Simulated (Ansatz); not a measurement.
cyclo-(SnH2)3 (Sn₃H₆). Charge 0, multiplicity 1. Geometry PBE0-D4/def2-SVP, basis def2-TZVP, Ansatz.

```xyz
9

Sn    0.379   -1.141    1.091
H    -0.477   -2.612    1.301
H     1.742   -1.084    2.130
Sn   -0.992    1.218    0.410
H    -0.483    2.697    1.114
H    -2.702    1.167    0.285
Sn    0.613   -0.077   -1.502
H     2.069    0.681   -2.001
H    -0.149   -0.849   -2.829
```

```csv
run,HOMO (eV),LUMO (eV)
A,-8.58,0.67
B,-7.09,-0.50
C,-8.20,0.28
D,-6.06,-1.52
E,-5.76,-1.78
F,-6.02,-1.61
```

In the def2 sets Sn takes a core potential; there is no spin–orbit coupling. LC-ωPBE has ω = 0.4 bohr⁻¹. HSE06 is defined as in plane-wave codes, on full-range PBE exchange.

Task: The runs used BHLYP, HSE06, LC-ωPBE, r2SCAN, r2SCANh, ωB97M-V. Estimate which is which.

Result: A LC-ωPBE (range-separated); B BHLYP (50 % exact exchange); C ωB97M-V (range-separated); D r2SCANh (10 % exact exchange); E r2SCAN (0 % exact exchange); F HSE06 (range-separated). Exact exchange lowers occupied and raises empty levels; among semilocal functionals meta-GGAs tend to open the gap a little, and such runs are hard to tell apart. The gap grows from 3.97 eV (r2SCAN) to 9.25 eV (LC-ωPBE).
